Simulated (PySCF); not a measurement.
Computed IR spectrum (relative IR intensity) of a molecule C2H8O2Si2. Coordinates come from a PBE0-D3(BJ)/def2-SVP optimisation. Other conformers were not sampled. All values below come from PBE0-D3(BJ)/def2-SVP (PySCF). Frequencies are harmonic and unscaled.

Lines under 2 % of the strongest are left out, and lines within 2 cm⁻¹ are merged.

```
ν (cm⁻¹)  relative intensity
--------  ------------------
170                       21
248                      5.4
312                       17
358                      3.3
428                      8.9
502                      3.1
553                      4.2
648                      2.9
665                      3.3
705                      2.4
711                       16
746                       12
766                       18
804                       23
838                       14
879                       57
899                      100
917                       23
949                       26
979                       27
1009                      60
1130                      61
1235                     2.5
1369                     5.9
2216                      40
2229                      45
2288                      51
3034                      14
3105                     5.2
3932                      30
```

Question: Identify the compound among the candidates.
A. O=CC[SiH2][SiH2]O
B. CC(=O)[SiH2][SiH2]O
C. O[Si@H]1C[SiH2]CO1
D. O=C([SiH3])[SiH2]CO

Answer: C, O[Si@H]1C[SiH2]CO1
